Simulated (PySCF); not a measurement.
Correlation energy of Cl⁻ (chlorine, charge -1)

[Ar], closed-shell 1S. Calculation: PySCF 2.14, in aug-cc-pwCVDZ (6s5p3d, 36 functions); no relativity, point nucleus. Frozen: [Ne]; 8 electrons correlated.

```
  level  correlation energy (mhartree)
   CCSD                        -178.10
    (T)                          -4.79
CCSD(T)                        -182.89
  CCSDT                        -183.25
```

Diagnostics: T1 = 0.0091, D1 = 0.0145, largest double amplitude 0.042.

Q: Is a single reference adequate?

A: Yes: T1 lies below 0.03 and no double amplitude reaches 0.07.
